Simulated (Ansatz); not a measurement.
# Worked example: the interaction energy

The pair of F⁻ (SMILES [F-], atom 1) and SiH3Cl (SMILES [SiH3]Cl, atoms 2–6), both closed shells, in one local arrangement (a lower one may exist), relaxed at PBE0-D4/def2-TZVPD:

F1  (0.191, -0.466, -1.578)
Si2  (-0.006, 0.149, -0.013)
Cl3  (0.021, -1.970, 0.679)
H4  (1.267, 0.958, -0.145)
H5  (-0.181, 0.494, 1.476)
H6  (-1.293, 0.835, -0.418)
(Å)

Both fragments are computed in the basis of the whole pair.

Computed with Ansatz 0.2.0 (basis: def2-TZVPPD and def2-QZVPPD); correlated methods freeze the cores.

Energies in eV:

| quantity | pair | first fragment | second fragment |
| --- | --- | --- | --- |
| Hartree–Fock, triple zeta (X = 3) | -23123.84957 | -2706.33273 | -20413.65392 |
| Hartree–Fock, quadruple zeta (X = 4) | -23124.55366 | -2706.42206 | -20414.22993 |
| MP2 correlation, X = 3 | -16.59903 | -7.87496 | -8.96217 |
| MP2 correlation, X = 4 | -18.05430 | -8.52436 | -9.70404 |
| CCSD(T) correlation, X = 3 | -18.14819 | -7.98229 | -10.42248 |

**Question.** Work out the interaction energy at the basis limit: extrapolate Hartree–Fock as E(X) = E∞ + A exp(−7.88 √X) and the MP2 correlation as E(X) = E∞ + B X^−2.97 (the exponents that Neese and Valeev fitted for def2-TZVPP and QZVPP, reused here for the diffuse sets), then add CCSD(T) − MP2 in triple zeta.

**Answer.** Each step is linear, so take the differences first (pair − first fragment − second fragment): Hartree–Fock -3.86292 (X = 3) and -3.90167 (X = 4); MP2 correlation 0.23810 and 0.17410; CCSD(T) correlation 0.25658.
Two points give E∞ = E(4) + w [E(4) − E(3)], with w = 1/(exp(7.88 (2 − √3)) − 1) = 0.1377 for Hartree–Fock and w = 1/((4/3)^2.97 − 1) = 0.7407 for the correlation.
Hartree–Fock: -3.90167 + 0.1377 × (-0.03875) = -3.9070 eV.
MP2 correlation: 0.17410 + 0.7407 × (-0.06400) = 0.1267 eV.
CCSD(T) − MP2: 0.25658 − 0.23810 = 0.0185 eV.
Sum: -3.9070 + 0.1267 + 0.0185 = -3.7618 eV, or -86.75 kcal/mol. Plain CCSD(T) in triple zeta gives -3.6063 eV, so the larger basis shifts the result by -0.1555 eV.

No T1 diagnostic of these runs exceeds 0.023.

For scale, one of the runs: CCSD(T)/def2-TZVPPD, 190 basis functions, launched by `ansatz run in.yaml --threads 2 --pin off --events-out ev --progress --plain --max-ram 5222MiB`. Time: 51 s of wall clock on 2 CPU threads of an Intel Xeon Platinum 8259CL; the host was shared. Peak host memory: 2 GiB.
